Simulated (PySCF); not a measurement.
Record of a relaxation.

Species: CH₇GaOSi.
Bonds: Si1–C2, C2–O3, O3–Ga4. Hydrogens: H5, H6, H7 on Si1; H8, H9 on C2; H10, H11 on Ga4.

Method: PySCF, PBE0-D3(BJ)/def2-SVP geometry optimisation, gas phase; density fitting, grid level 1; the optimiser is geomeTRIC in internal coordinates, started from a GFN2-xTB structure with every atom displaced at random (about 0.01 Å). The frame can shift and turn from step to step; on so coarse a grid that alone can change the energy by a few meV, and forces under 0.02 eV/Å are noise.

Step 0: E = -63427.9528 eV, largest atomic force 1.365 eV/Å
```
atom  x, y, z in Å  |  force x, y, z in eV/Å
Si1    -1.272    0.815    0.416   -0.426  -0.255  -0.273
C2     -0.687   -0.965    0.259    1.256   0.353   0.402
O3      0.699   -1.029    0.013   -0.358  -0.461   0.150
Ga4     2.160   -0.078   -0.229   -0.242   0.498   0.033
H5     -0.978    1.526   -0.857    0.038   0.150  -0.077
H6     -2.739    0.800    0.651   -0.207   0.174   0.083
H7     -0.563    1.465    1.533    0.168   0.230   0.287
H8     -1.174   -1.475   -0.564   -0.646  -0.348  -0.369
H9     -0.894   -1.520    1.196   -0.200  -0.023  -0.144
H10     2.176    1.474   -0.266   -0.141   0.195   0.021
H11     3.309   -1.038   -0.383    0.760  -0.512  -0.114
```

Step 1: E = -63428.0789 eV, largest atomic force 0.388 eV/Å
```
atom  x, y, z in Å  |  force x, y, z in eV/Å
Si1    -1.235    0.835    0.381   -0.038   0.163   0.037
C2     -0.664   -0.969    0.254    0.029  -0.100  -0.119
O3      0.699   -1.171    0.030    0.384   0.048  -0.022
Ga4     2.154   -0.144   -0.197   -0.058  -0.185  -0.003
H5     -0.924    1.570   -0.885   -0.004   0.012  -0.003
H6     -2.709    0.911    0.632    0.019  -0.060  -0.004
H7     -0.519    1.515    1.507   -0.015   0.010  -0.018
H8     -1.237   -1.463   -0.561   -0.034   0.063   0.151
H9     -0.958   -1.490    1.189   -0.069   0.013  -0.055
H10     1.993    1.420   -0.203   -0.002  -0.136   0.010
H11     3.437   -1.039   -0.378   -0.212   0.173   0.028
```

Step 2: E = -63428.0911 eV, largest atomic force 0.127 eV/Å
```
atom  x, y, z in Å  |  force x, y, z in eV/Å
Si1    -1.223    0.842    0.377    0.013   0.058   0.010
C2     -0.653   -0.970    0.252    0.087   0.070  -0.031
O3      0.711   -1.186    0.027    0.000  -0.126   0.008
Ga4     2.149   -0.155   -0.197   -0.037  -0.024   0.002
H5     -0.924    1.577   -0.891   -0.012   0.004   0.004
H6     -2.696    0.894    0.631   -0.004  -0.041  -0.001
H7     -0.512    1.531    1.499   -0.016   0.010  -0.005
H8     -1.243   -1.457   -0.550   -0.003   0.006   0.012
H9     -0.959   -1.483    1.186   -0.014   0.002   0.001
H10     1.952    1.395   -0.177    0.007   0.010   0.001
H11     3.435   -1.014   -0.389   -0.022   0.031  -0.001
```

Step 3: E = -63428.0954 eV, largest atomic force 0.164 eV/Å
```
atom  x, y, z in Å  |  force x, y, z in eV/Å
Si1    -1.219    0.848    0.375    0.020  -0.016  -0.003
C2     -0.641   -0.966    0.253    0.060   0.102   0.011
O3      0.719   -1.201    0.028   -0.082  -0.142   0.013
Ga4     2.148   -0.165   -0.196   -0.012   0.058  -0.004
H5     -0.934    1.589   -0.893   -0.009   0.003   0.002
H6     -2.693    0.864    0.628   -0.006  -0.019  -0.001
H7     -0.524    1.552    1.498   -0.010   0.006   0.003
H8     -1.239   -1.449   -0.545   -0.014  -0.004  -0.033
H9     -0.955   -1.473    1.187   -0.003   0.004   0.019
H10     1.942    1.383   -0.159   -0.004   0.033   0.002
H11     3.434   -1.007   -0.406    0.060  -0.025  -0.011
```

Step 4: E = -63428.0982 eV, largest atomic force 0.129 eV/Å
```
atom  x, y, z in Å  |  force x, y, z in eV/Å
Si1    -1.211    0.853    0.373    0.018  -0.046  -0.010
C2     -0.629   -0.960    0.254    0.011   0.075   0.026
O3      0.725   -1.224    0.029   -0.073  -0.105   0.007
Ga4     2.147   -0.177   -0.198    0.005   0.080   0.002
H5     -0.943    1.600   -0.895   -0.006   0.002   0.000
H6     -2.685    0.830    0.624   -0.005   0.004   0.000
H7     -0.536    1.574    1.497   -0.006   0.003   0.007
H8     -1.237   -1.437   -0.539   -0.008  -0.006  -0.035
H9     -0.953   -1.458    1.190    0.011   0.003   0.016
H10     1.914    1.368   -0.138    0.002   0.022  -0.003
H11     3.446   -0.994   -0.426    0.050  -0.030  -0.010
```

Step 5: E = -63428.0989 eV, largest atomic force 0.036 eV/Å
```
atom  x, y, z in Å  |  force x, y, z in eV/Å
Si1    -1.208    0.853    0.373    0.004  -0.026  -0.007
C2     -0.624   -0.959    0.255   -0.014   0.028   0.014
O3      0.728   -1.235    0.030   -0.015  -0.032   0.001
Ga4     2.145   -0.178   -0.198    0.009   0.033  -0.005
H5     -0.945    1.603   -0.894   -0.002   0.000   0.000
H6     -2.683    0.817    0.620   -0.002   0.008   0.000
H7     -0.543    1.579    1.499   -0.001   0.000   0.004
H8     -1.236   -1.432   -0.539   -0.001  -0.002  -0.010
H9     -0.952   -1.454    1.192    0.007   0.001   0.004
H10     1.907    1.367   -0.138   -0.004   0.003   0.001
H11     3.450   -0.987   -0.432    0.017  -0.011  -0.001
```

Step 6: E = -63428.0990 eV, largest atomic force under 0.02 eV/Å
```
atom  x, y, z in Å  |  force x, y, z in eV/Å
Si1    -1.206    0.852    0.373    0.000  -0.004  -0.001
C2     -0.624   -0.960    0.256   -0.011   0.004   0.002
O3      0.728   -1.238    0.030    0.009  -0.007  -0.002
Ga4     2.143   -0.176   -0.200    0.004   0.007   0.002
H5     -0.943    1.603   -0.893   -0.001  -0.001   0.000
H6     -2.682    0.818    0.619    0.000   0.002  -0.001
H7     -0.543    1.577    1.501   -0.001  -0.001   0.001
H8     -1.236   -1.432   -0.539    0.001  -0.001   0.002
H9     -0.952   -1.454    1.193    0.003   0.000  -0.001
H10     1.898    1.368   -0.141    0.000  -0.001  -0.002
H11     3.454   -0.982   -0.430   -0.003   0.000   0.000
```

Q: Summarise the path.

A: The energy falls by 0.1463 eV from step 0 to step 6; nine tenths of that is first reached at step 2. It falls at every step. The largest force goes from 1.365 to under 0.02 eV/Å. Among the bonds Ga4–H11 changes most, from 1.505 to 1.556 Å; the atoms move by 0.145 Å rms after alignment.

The cost below is that of the whole optimisation. The run took 35 s wall on one thread, Arm Neoverse V2 (aarch64), on a shared host, and the process peaked at 0.47 GiB of memory.
